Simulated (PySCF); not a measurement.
**Nuclear quadrupole coupling in cyclo-(Me2SiS)2**

Compound: cyclo-(Me2SiS)2, C4H12S2Si2.
Z-matrix (Å and degrees, PBE0-D3(BJ)/def2-SVP geometry), rows numbered from 1:
```
Si
C   1  1.8673
C   1  1.8673  2  111.29
S   1  2.1650  2  111.59  3   125.18
Si  4  2.1650  1   81.49  2   117.25
C   5  1.8669  4  111.66  1  -117.08
C   5  1.8670  4  111.69  1   117.49
S   1  2.1645  2  111.61  3  -125.65
H   2  1.0990  1  110.47  3   179.62
H   2  1.1017  1  110.44  3   -60.21
H   2  1.1018  1  110.34  3    59.66
H   3  1.1018  1  110.28  2    61.36
H   3  1.0994  1  110.49  2  -178.58
H   3  1.1017  1  110.42  2   -58.44
H   6  1.1015  5  110.34  4   173.63
H   6  1.0990  5  110.53  4    53.53
H   6  1.1018  5  110.35  4   -66.61
H   7  1.1017  5  110.48  4  -175.98
H   7  1.1017  5  110.21  4    64.28
H   7  1.0994  5  110.54  4   -55.65
```

Field gradients from the PBE0/pcSseg-1 density (PySCF, non-relativistic), principal values in atomic units, ordered |Vxx| ≤ |Vyy| ≤ |Vzz|:

```
atom     Vxx     Vyy      Vzz
  S4  0.4282  1.1061  -1.5343
  S8  0.4285  1.1076  -1.5361
```

Question: Find the asymmetry η = (Vxx − Vyy)/Vzz and the couplings χ = eQV/h (234.96 MHz × Q in barn × V in au), with Q(33S) = −0.0678 b.

Answer: 
```csv
atom,environment,nucleus,η,χzz (MHz),χxx (MHz),χyy (MHz)
S4,sulfur bonded to 2 Si,33S,0.44,24.44,-6.82,-17.62
S8,sulfur bonded to 2 Si,33S,0.44,24.47,-6.83,-17.64
```

The tensor is traceless: Vxx + Vyy + Vzz = 0.

Question: What is Vzz at S8 in SI units (1 au = 9.71736 × 10²¹ V/m²)?

Answer: -1.5361 au = -14.927 × 10²¹ V/m².

Question: And the gradient at the other heavy atoms, for which no coupling is worked out here?

Answer: 
| atom | environment | Vzz (au) | η |
| --- | --- | --- | --- |
| Si1 | silicon bonded to 2 C and 2 S | -0.623 | 0.92 |
| C2 | carbon bonded to Si and 3 H | -0.061 | 0.36 |
| C3 | carbon bonded to Si and 3 H | -0.061 | 0.35 |
| Si5 | silicon bonded to 2 C and 2 S | -0.625 | 0.92 |
| C6 | carbon bonded to Si and 3 H | -0.061 | 0.36 |
| C7 | carbon bonded to Si and 3 H | -0.060 | 0.35 |

Question: What couplings would deuterons (Q(2H) = 0.00286 b) have in place of the hydrogens, at this geometry?

Answer: 
| atom | bonded to | bond length (Å) | Vzz (au) | η | χzz (kHz) |
| --- | --- | --- | --- | --- | --- |
| H9 | C2 | 1.099 | 0.2997 | 0.01 | 201 |
| H10 | C2 | 1.102 | 0.2962 | 0.01 | 199 |
| H11 | C2 | 1.102 | 0.2960 | 0.01 | 199 |
| H12 | C3 | 1.102 | 0.2960 | 0.01 | 199 |
| H13 | C3 | 1.099 | 0.2989 | 0.01 | 201 |
| H14 | C3 | 1.102 | 0.2963 | 0.01 | 199 |
| H15 | C6 | 1.102 | 0.2964 | 0.01 | 199 |
| H16 | C6 | 1.099 | 0.2996 | 0.01 | 201 |
| H17 | C6 | 1.102 | 0.2960 | 0.01 | 199 |
| H18 | C7 | 1.102 | 0.2963 | 0.01 | 199 |
| H19 | C7 | 1.102 | 0.2961 | 0.01 | 199 |
| H20 | C7 | 1.099 | 0.2990 | 0.01 | 201 |

One conformer (not necessarily the lowest) at the PBE0-D3(BJ)/def2-SVP geometry, without solvent, vibrations or thermal averaging. The small basis limits the accuracy of the gradients.

These values come from a run that also computed NMR shieldings. On an AMD EPYC 7R43 with 2 threads, no GPU, shared host with 256 logical CPUs at a one-minute load of 32, this took 34 s wall, 85 s CPU (with the writing of density and orbital grids) and 2.1 GiB of memory at its peak.
